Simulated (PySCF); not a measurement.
Dipole response of I⁻ (iodine, charge -1)

[Xe], closed-shell 1S. Calculation: PySCF 2.14, in aug-cc-pVTZ-DK3; the spin-free X2C one-electron Hamiltonian (Gaussian nucleus). Coupled (time-dependent) response in atomic units; α is the mean over directions.

```csv
method,mean α (bohr³),C₆ (like pair),S(−4)
UHF,56.27,791.9,665.3
PBE,65.76,966.4,1033
PBE0,61.67,888.3,864.2
TPSSh,63.08,923.3,897.4
r2SCANh,62.29,929.4,822.0
```

S(−4) is the Cauchy moment in α(ω) = α(0) + S(−4) ω² + …

α(iu) at PBE:

```tsv
u (hartree)	α(iu) (bohr³)
0	65.76
0.0500	63.32
0.100	57.39
0.200	43.48
0.300	32.26
0.500	18.75
0.750	10.90
1.00	7.118
1.50	3.773
2.00	2.377
3.00	1.223
5.00	0.5089
```

A single London oscillator, α(iu) = α/(1 + u²/ω²), gives C₆ = (3/4) ω α². Matching the computed C₆ needs ω = 4 × 966.4 / (3 × 65.76²) = 0.298 hartree.

For an ion, C₆ is the dispersion term alone; charge-induced terms of lower order in 1/R come first.
